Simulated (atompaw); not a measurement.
Scattering properties, PAW (atompaw) potential for Sr (Z = 38)

| Property | Result |
| --- | --- |
| Element | strontium (Sr) |
| Generator | atompaw 4.2.0.5 |
| Type | PAW |
| Functional | LDA (PW92) |
| Relativity | non-relativistic |
| Frozen core | [Ar] 3d10 |
| Valence charge | 10 |
| Reference configuration | 4s2 4p6 4d0 5s1 5p0 (charge +1) |
| Partial waves | 4s (bound): rc 1.95 bohr; 5s (bound): rc 2.20 bohr; 4p (bound): rc 1.95 bohr; 5p (bound, empty): rc 3.00 bohr; 4d (bound, empty): rc 3.00 bohr; 4d channel at 0.05 Ry: rc 3.00 bohr; 4f channel at 0.35 Ry: rc 3.00 bohr; 4f channel at 1.1 Ry: rc 3.00 bohr |
| Local potential | vpsmatchnc scheme with l = 4 at 0.5 Ry, radius 2.85 bohr |
| Core correction | smooth core density matched at 1.70 bohr |
| Augmentation charge | sinc compensation charge, radius 2.45 bohr; PAW radius 3.00 bohr; waves and projectors: custom rrkj gramschmidtortho |

The phase is arctan(r·u′/u) with u = r·R(r), unwrapped; energies in Ry, scanned from -5 to 5 Ry. A pole is an energy at which the radial function vanishes at the test radius. The pseudo phase is shifted by a multiple of π to meet the all-electron one at the reference energy, and phase errors are pseudo minus all-electron; the curves can meet again beyond the range given. Levels narrower than the energy grid can be missing from the lists of poles.

Task: For each channel, where are the poles, and over which energies does the pseudopotential scatter like the atom?

Result:

```tsv
channel	radius (bohr)	reference energy (Ry)	poles, all-electron	poles, pseudo	unbroken range about the reference energy with phases within 0.05 rad	phase error 1 Ry above the reference energy (rad)
s	3.00	-0.62	-3.32, 1.94	-3.32, 1.96	below 4.3	+0.001
p	3.00	-0.41	-2.02, 2.87	-2.02, 1.73	below 0.2	-0.162
d	3.00	-0.53	0.09, 4.70	0.09, 3.41	below 1.7	-0.000
f	3.00	0.35	2.18	2.04, 2.58	below 2.1	-0.000
```

Phases in the p channel:

```csv
E (Ry),all-electron,pseudo
-5.00,1.400,1.398
-4.76,1.394,1.392
-4.52,1.388,1.385
-4.28,1.380,1.377
-4.04,1.371,1.368
-3.80,1.360,1.357
-3.56,1.347,1.344
-3.32,1.330,1.327
-3.08,1.307,1.303
-2.84,1.270,1.265
-2.60,1.193,1.188
-2.36,0.858,0.848
-2.12,-1.389,-1.389
-1.88,-1.669,-1.670
-1.64,-1.749,-1.751
-1.40,-1.800,-1.802
-1.16,-1.846,-1.848
-0.92,-1.896,-1.898
-0.68,-1.960,-1.961
-0.44,-2.049,-2.049
-0.20,-2.189,-2.190
0.04,-2.435,-2.450
0.28,-2.896,-2.972
0.52,-3.541,-3.699
0.76,-4.016,-4.170
1.00,-4.270,-4.407
1.24,-4.412,-4.543
1.48,-4.501,-4.636
1.72,-4.562,-4.711
1.96,-4.607,-4.780
2.20,-4.642,-4.857
2.44,-4.670,-4.958
2.68,-4.695,-5.123
2.92,-4.717,-5.471
3.16,-4.737,-6.271
3.40,-4.756,-7.039
3.64,-4.776,-7.364
3.88,-4.795,-7.513
4.12,-4.817,-7.597
4.36,-4.841,-7.652
4.60,-4.869,-7.691
4.84,-4.903,-7.720
```
